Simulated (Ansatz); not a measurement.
Start from `FB(F)[SiH3]` and change one atom or group to get `C[SiH2]B(F)F`.

Ansatz, PBE0-D4/def2-TZVP geometries, multiplicity 1. Each molecule was computed in one conformer, which needn't be the lowest.

| property | `FB(F)[SiH3]` |
| --- | --- |
| LUMO energy (ωB97M-V/def2-TZVPP) / eV | 0.86 |
| HOMO energy (PBE/def2-TZVPP) / eV | -7.75 |
| HOMO–LUMO gap (ωB97M-V/def2-TZVPP) / eV | 12.17 |
| size of the dipole moment (ωB97M-V/def2-TZVPP) / D | 0.92 |
| HOMO energy (B3LYP/def2-TZVPP) / eV | -8.92 |
| size of the dipole moment (PBE/def2-TZVPP) / D | 0.80 |

(1) Give the same properties after the change, and the shifts. (An estimate is asked.)

## Answers

(1) Ansatz gave: 
| property | `C[SiH2]B(F)F` | shift |
| --- | --- | --- |
| LUMO energy (ωB97M-V/def2-TZVPP) / eV | 1.06 | 0.20 |
| HOMO energy (PBE/def2-TZVPP) / eV | -7.35 | 0.40 |
| HOMO–LUMO gap (ωB97M-V/def2-TZVPP) / eV | 11.97 | -0.20 |
| size of the dipole moment (ωB97M-V/def2-TZVPP) / D | 1.58 | 0.66 |
| HOMO energy (B3LYP/def2-TZVPP) / eV | -8.53 | 0.39 |
| size of the dipole moment (PBE/def2-TZVPP) / D | 1.50 | 0.70 |

With PBE0 the HOMO rises by 0.41 eV and the LUMO rises by 0.21 eV, so the gap narrows by about 0.20 eV. PBE moves the HOMO by 0.40 eV and ωB97M-V by 0.41 eV. Dipoles are sizes alone; their direction can turn.

B3LYP here is the variant with VWN-RPA as its local correlation; programs differ in this.
